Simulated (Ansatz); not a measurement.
```yaml
crystal:
  periodic: [false, false, false]
  atoms:
    - {symbol: B, position_ang: [-2.500836, 0.851425, 0.255859]}
    - {symbol: Al, position_ang: [-0.728920, 0.444600, 1.344722]}
    - {symbol: C, position_ang: [0.900170, -0.268229, 0.492210]}
    - {symbol: C, position_ang: [0.838401, -0.492151, -1.003796]}
    - {symbol: O, position_ang: [1.987414, -1.122132, -1.540540]}
    - {symbol: H, position_ang: [-3.364175, 0.035882, 0.078707]}
    - {symbol: H, position_ang: [-2.731374, 1.921718, -0.237653]}
    - {symbol: H, position_ang: [-0.668439, 0.707472, 2.918471]}
    - {symbol: H, position_ang: [1.148028, -1.211773, 0.997905]}
    - {symbol: H, position_ang: [1.721766, 0.419854, 0.741942]}
    - {symbol: H, position_ang: [0.652294, 0.461586, -1.520935]}
    - {symbol: H, position_ang: [0.008500, -1.156354, -1.261878]}
    - {symbol: H, position_ang: [2.757670, -0.626499, -1.250213]}
basis:
  gaussian: {orbitals: aug-cc-pVTZ, fitting: {mean_field: def2-universal-jkfit}}
hamiltonian: {xc: {name: HF}, pseudopotentials: {relativity: none}}
correlation: {method: mp2}
```

```sh
$ ansatz run in.yaml --threads 4 --pin off --events-out ev --progress --plain --max-ram 10444MiB
```

It prints (some lines left out):

```
Functional definition: HF
574 factors; integrals over basis functions are off by at most 1.1e0 eV
mean field evaluation 1: about -11475.1979 eV, gradient 4.2e1 eV
mean field evaluation 2: about -11478.8384 eV, gradient 2.2e1 eV
mean field evaluation 4: about -11479.8163 eV, gradient 1.2e0 eV
mean field evaluation 8: about -11479.8213 eV, gradient 1.2e-6 eV
mean field -11479.82125259 eV, -421.8756497305 hartree, gradient 1.2e-6 eV, S^2 0.000000; 0 other end points of the search recorded, 0 dependent functions left out
9 core orbitals not correlated: weight in the atoms' cores, before any rotation towards them, 1.000 or more for the frozen orbitals, at most 0.000 for the correlated occupied ones
reference -11479.82125259 eV, -421.8756497305 hartree; 14, 14 occupied and 395, 395 virtual orbitals, 574 factors
second order -21.23164900 eV of doubles, -0.00000000 eV of singles
Total energy: -11501.05290160 eV, -422.6558984400 hartree
```

Run time 2.6 s (4 threads of an Intel Xeon Platinum 8488C on a shared host); peak host memory 0.76 GiB.
